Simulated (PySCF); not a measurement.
SMILES c1ccccc1Cc1cscc1 (C11H10S) (GFN2-xTB optimised geometry):

```
22

C      2.756    -1.105    -3.746
C      3.089    -1.737    -2.561
C      2.594    -1.262    -1.358
C      1.766    -0.149    -1.326
C      1.192     0.360    -0.030
C     -0.284     0.091     0.003
C     -0.836    -1.218     0.000
C     -2.190    -1.218     0.000
S     -2.836     0.376     0.000
C     -1.251     1.045    -0.002
C      1.434     0.477    -2.522
C      1.927     0.004    -3.724
H      3.141    -1.476    -4.685
H      3.735    -2.603    -2.572
H      2.859    -1.760    -0.436
H      1.673    -0.142     0.813
H      1.365     1.434     0.061
H     -0.236    -2.111    -0.006
H     -2.859    -2.055     0.000
H     -1.132     2.111     0.000
H      0.783     1.339    -2.505
H      1.663     0.500    -4.646
```

Method: PBE0/def2-SVP (PySCF).

**Question.** What are the frontier orbital energies and the dipole moment?

**Answer.** HOMO-2 -7.26 eV, HOMO-1 -6.91 eV, HOMO -6.66 eV, LUMO -0.33 eV, LUMO+1 -0.09 eV; dipole moment 0.57 D.

On the same geometry PBE/def2-SVP in PySCF gives HOMO-2 -6.19 eV, HOMO-1 -5.83 eV, HOMO -5.60 eV, LUMO -1.16 eV, LUMO+1 -0.99 eV; dipole moment 0.45 D.

Meta-Löwdin charges at PBE0/def2-SVP: C1 -0.11, C2 -0.11, C3 -0.12, C4 0.02, C5 -0.19, C6 0.00, C7 -0.14, C8 -0.23, S9 0.25, C10 -0.26, C11 -0.11, C12 -0.10, H13 0.11, H14 0.11, H15 0.10, H16 0.11, H17 0.11, H18 0.12, H19 0.13, H20 0.12, H21 0.10, H22 0.11.
